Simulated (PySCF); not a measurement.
## Worked example: refractive index and permittivity of the vapour

MnO, SMILES [O]=[Mn] (connectivity only; charge and spin as stated), neutral, multiplicity 6.

The structure is a stationary point at PBE0-D3(BJ)/def2-TZVPD. The multiplicity is an assumed one; other spin states were not compared.

M06-2X/def2-TZVPD run with PySCF gives a mean static polarisability of 50.5 bohr³ and a dipole moment of 5.54 D. Take an ideal gas at 298.15 K and 1 bar, whether or not the substance is that volatile.

Work out n − 1 in the optical limit and the static ε − 1.


Polarisability volume α' = 50.5 × 0.148185 = 7.48 Å³. Number density N = p/kT = 2.43e-5 Å⁻³.
Dilute limit of Lorentz–Lorenz: n − 1 = 2π N α' = 0.0011.
Orientation term of Debye: μ²/(3kT) = 8.098 Å³ × μ²(D²) = 248.53 Å³.
ε − 1 = 4π N (α' + μ²/3kT) = 0.078. Orientation of the dipole supplies 97 % of the static response; it can't follow optical fields. Vibrational polarisation and dispersion are left out.
